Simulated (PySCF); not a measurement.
# Name the molecule from its bond curve

A diatomic of charge 0 contains In. Its quartet curve at PBE0 in a triple-zeta basis (scalar-relativistic core potentials, PySCF), in eV from the separated fragments:

(R (Å), E (eV)): (1.901, -2.287), (1.989, -2.660), (2.077, -2.863), (2.144, -2.934), (2.210, -2.952), (2.276, -2.932), (2.365, -2.860), (2.475, -2.722), (2.608, -2.516), (2.785, -2.213)

The fit gives ωe = 476 cm⁻¹ and the rotational constant Bₑ = 0.3190 cm⁻¹.

Which atom is the partner?

The minimum lies at 2.205 Å, so the reduced mass is 16.8576 u Å² cm⁻¹/(Bₑ·Re²) = 10.87 u. With In at 114.90 u the partner weighs about 12.0 u: C. The molecule is InC.

Spin–orbit coupling is left out. The state was picked by a PBE0 search and need not be the measured ground state.
